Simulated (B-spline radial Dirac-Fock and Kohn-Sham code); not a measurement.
Method: Dirac-Fock ΔSCF + Breit + QED. Computed with a B-spline atomic structure program. Correlation energy is missing from these numbers.

Question: Identify the element and charge state from the binding energies below (tabulated ground configuration; the least bound level is included).

```csv
level,binding energy (eV)
1s,50625.7
2s,12029.4
2p,11434.4
```

Answer: Pm⁵⁵⁺: Z = 61 with 6 electrons, [He] 2s2 2p2. The hydrogen-like estimate √(E/Ry) = 61.0 for the K level lies 0.0 below Z (screening lowers it, relativity raises it); the outermost level, at 11434.4 eV, fixes the charge.
